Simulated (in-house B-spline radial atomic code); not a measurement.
RPA and G0W0 for the potassium ion K⁴⁺, [Ne] 3s2 3p3, highest spin, as one setting changes: the share of exact exchange in the PBE hybrid start. A dash marks a level of low quasi-particle weight. Computed with an all-electron radial atomic-structure program (B-spline basis): all electrons, scalar-relativistic (spin-free one-electron X2C), finite nucleus, each spin shell either full or empty, empty states to l = 9 with an (l + 1/2)⁻⁴ tail; G0W0 by contour deformation at full frequency.

```tsv
share of exact exchange in the PBE hybrid start	mean-field level (eV)	G0W0 level (eV)	RPA correlation (Eh)
0	-73.37	3p up -81.92	-0.94168
0.1	-74.33	3p up -82.00	-0.92804
0.2	-75.28	3p up -82.06	-0.91522
0.3	-76.24	3p up -82.12	-0.90312
0.4	-77.20	3p up -82.17	-0.89164
0.5	-78.15	3p up -82.22	-0.88073
0.6	?	?	?
0.7	-80.06	3p up -82.29	-0.86038
0.8	?	?	?
0.9	-81.97	3p up -82.36	-0.84169
1	-82.93	3p up -82.38	-0.83288
```

Question: What belongs in the row for 0.6?

Answer: mean-field level (eV): -79.11; G0W0 level (eV): 3p up -82.26; RPA correlation (Eh): -0.87033.

Question: What belongs in the row for 0.8?

Answer: mean-field level (eV): -81.02; G0W0 level (eV): 3p up -82.33; RPA correlation (Eh): -0.85084.

Question: At what share of exact exchange does G0W0 leave the highest level unchanged?

Answer: Near 0.94, where the shift changes sign (-0.384 eV at 0.9, +0.544 eV at 1).
